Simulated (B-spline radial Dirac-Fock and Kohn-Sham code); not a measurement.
Elastic scattering of 72.8 keV electrons by neutral gold

The computed values come from a B-spline atomic structure program: relativistic (Dirac) partial waves in the static field of the Dirac-Fock atom with Furness-McCarthy exchange, without polarisation or absorption potentials.

Input file task.json (cfg lists n, l and occupation; rrms is the nuclear radius in fm):

```json
{"items": [{
  "Z": 79,
  "q": 0,
  "cfg": [[1, 0, 2], [2, 0, 2], [2, 1, 6], [3, 0, 2], [3, 1, 6], [3, 2, 10], [4, 0, 2], [4, 1, 6], [4, 2, 10], [4, 3, 14], [5, 0, 2], [5, 1, 6], [5, 2, 10], [6, 0, 1]],
  "A": 197,
  "rrms": 5.4371,
  "do": "elastic",
  "energies": [[72800.0, 0]],
  "theta": [5, 10, 15, 20, 25, 30, 35, 40, 45, 50, 55, 60, 65, 70, 75, 80, 85, 90, 95, 100, 105, 110, 115, 120, 125, 130, 135, 140, 145, 150, 155, 160, 165, 170, 175]
}]}
```

Launch: `python xray2_run.py task.json out`

```csv
θ (°),dσ/dΩ (Å²/sr),Sherman function
5,1.09,0.000
10,0.120,0.000
15,0.0311,0.003
20,0.0114,0.008
25,0.00531,0.015
30,0.00286,0.023
35,0.00170,0.030
40,0.00109,0.031
45,0.000747,0.027
50,0.000538,0.015
55,0.000404,-0.004
60,0.000313,-0.030
65,0.000250,-0.062
70,0.000204,-0.097
75,0.000170,-0.136
80,0.000144,-0.175
85,0.000124,-0.215
90,0.000108,-0.252
95,9.48e-05,-0.287
100,8.45e-05,-0.317
105,7.61e-05,-0.342
110,6.93e-05,-0.361
115,6.36e-05,-0.373
120,5.89e-05,-0.378
125,5.50e-05,-0.376
130,5.18e-05,-0.367
135,4.91e-05,-0.351
140,4.69e-05,-0.328
145,4.51e-05,-0.300
150,4.36e-05,-0.267
155,4.24e-05,-0.229
160,4.15e-05,-0.188
165,4.08e-05,-0.144
170,4.03e-05,-0.097
175,4.00e-05,-0.049
```

The total elastic cross section is 0.253 Å², the first transport cross section 0.00235 Å² and the second, weighted with (3/2) sin²θ, 0.00507 Å². The mean deflection is ⟨1 − cos θ⟩ = 0.00928, and 0.16 % of the collisions scatter beyond 90°.

Phase shifts modulo π (rad) for κ = −1 to −5: 1.201, 0.023, -0.586, -0.982, -1.267.
